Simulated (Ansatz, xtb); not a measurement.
Molecule: C4H5FO, net charge 0, singlet state. 
Geometry from a B3LYP-D3(BJ)/def2-TZVP (Ansatz, a program for electronic structure) optimisation:
```
C
H 1 1.0816
C 1 1.4741 2 115.76
O 3 1.2044 1 124.69 2 0.92
H 3 1.1133 4 120.63 1 -179.86
C 1 1.5080 2 116.08 3 -146.49
F 6 1.3686 1 116.46 2 3.19
H 6 1.0827 7 111.60 1 -142.22
C 6 1.4706 8 120.72 7 146.05
H 9 1.0805 6 117.65 8 -145.32
H 9 1.0822 10 115.61 6 -147.81
```

Harmonic wavenumbers from GFN2-xTB (xtb, at its own minimum), cm⁻¹: 100, 231, 245, 394, 425, 506, 828, 857, 898, 964, 971, 1042, 1059, 1066, 1134, 1152, 1213, 1249, 1356, 1397, 1449, 1778, 2743, 3044, 3073, 3098, 3122.

Task: Give the harmonic wavenumbers at B3LYP-D3(BJ)/def2-TZVP (Ansatz, finite differences of forces, unscaled).

Result: 107, 236, 245, 393, 443, 518, 782, 849, 878, 980, 1040, 1050, 1072, 1106, 1170, 1181, 1230, 1302, 1406, 1442, 1483, 1796, 2849, 3141, 3169, 3190, 3233 cm⁻¹. Zero-point energy 51.9 kcal/mol.

Task: From these and the geometry, give the ideal-gas thermochemistry at 298.15 K and 1 atm (rigid rotor, harmonic oscillator).

Result: Point group C1, rotational symmetry number 1. Rotational constants 9.34, 2.029, 1.827 GHz. S(trans) 39.34, S(rot) 26.63, S(vib) 10.48, S(elec, spin only) 0.00, S 76.5 cal/(mol K). H(298) - H(0) 4.23 kcal/mol; G - E(el) 33.3 kcal/mol.
